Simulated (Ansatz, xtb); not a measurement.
# C6H6FN2+: 4 structures ranked

4 gas-phase structures of C6H6FN2+, from a drawn sample of its isomers (lower ones may exist). Each was relaxed with GFN2-xTB:

A. `C#Cc1c[nH+]c(F)n1C`, a singlet
B. `C#CC[n+]1c[nH]c(F)c1`, a singlet
C. `Fc1c[nH]c[n+]1C1C=C1`, a singlet
D. `FCc1c[cH+]nccn1`, a singlet

Problem. Which do you expect lowest at r2SCAN-D4/def2-SVP, and how would the others follow?

Solution. Calculated order at r2SCAN-D4/def2-SVP: A (0.000), B (0.508), C (0.578), D (0.820) eV.

Energies above the lowest of each column, in eV; the last columns are at B3LYP-D3(BJ)/def2-SVP geometries (a dash: not run or not comparable):

```
structure  GFN2-xTB  HF/STO-3G  r2SCAN-D4/def2-SVP  B3LYP-D3(BJ)/def2-SVP  CCSD(T)/def2-SVP + ΔMP2/def2-TZVPP
        A     0.000      0.000               0.000                  0.000                               0.000
        B     0.307      0.476               0.508                  0.422                               0.315
        C     0.802      1.030               0.578                  0.675                                   –
        D     1.072      2.455               0.820                  0.768                                   –
```

Every level run on A puts it lowest or level with the lowest. Some further structures that were screened fall inside this span and aren't listed. Flexible structures stand in one conformer each, not always the lowest. Frequencies (GFN2-xTB) were run for A, B alone. ΔMP2 is the change of the MP2 energy from the smaller to the larger basis.

Over these structures GFN2-xTB departs from r2SCAN-D4/def2-SVP by 0.169 eV on average once a common shift is removed. A GFN2-xTB relaxation took about 0.077 s and the r2SCAN-D4/def2-SVP energy about 2 s on a shared host (Ansatz 0.2.0, xtb 6.7.1).
